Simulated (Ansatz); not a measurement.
Other settings, tried on SnF2.

```yaml
crystal:
  periodic: [false, false, false]
  atoms:
    - {symbol: Sn, position_ang: [0.005430, -0.007548, -0.863456]}
    - {symbol: F, position_ang: [1.430626, -0.018342, 0.440941]}
    - {symbol: F, position_ang: [-1.436066, 0.025890, 0.422515]}
basis:
  gaussian: {orbitals: STO-3G}
hamiltonian: {xc: {name: PBE0}, dispersion: d4, pseudopotentials: {relativity: scalar}}
scf: {omitted_lower_state_checks: [starts]}
output: {forces: true}
```

```sh
$ ansatz run in.yaml --threads 4 --pin off --events-out ev --progress --plain --max-ram 3916MiB
```

It prints (some lines left out):

```
Functional definition: PBE0
507 factors; integrals over basis functions are off by at most 2.8e-5 eV
mean field evaluation 1: about -170507.1657 eV, gradient 2.0e1 eV
mean field evaluation 2: about -170499.5442 eV, gradient 5.1e1 eV
mean field evaluation 4: about -170509.3902 eV, gradient 7.9e-2 eV
mean field evaluation 8: about -170509.3883 eV, gradient 1.8e-2 eV
mean field -170509.38826822 eV, -6266.1044434428 hartree, gradient 1.0e-5 eV, S^2 0.000000; 0 other end points of the search recorded, 0 dependent functions left out
reference -170509.38827764 eV, -6266.1044437888 hartree; 34, 34 occupied and 3, 3 virtual orbitals, 507 factors
Total energy: -170509.42431821 eV, -6266.1057682555 hartree
Relativity: scalar
Atom 0 at     0.005430    -0.007548    -0.863456 Å, force    -0.005966     0.008288     0.948138 eV/Å
Atom 1 at     1.430626    -0.018342     0.440941 Å, force    -1.258373     0.015318    -0.482177 eV/Å
Atom 2 at    -1.436066     0.025890     0.422515 Å, force     1.264339    -0.023606    -0.465962 eV/Å
Dipole moment:     0.000344    -0.000477    -0.054619 e Å
Checks for a lower state left out: starts
```

Run time 0.55 s (4 threads of AMD EPYC 7R43 on a shared host).
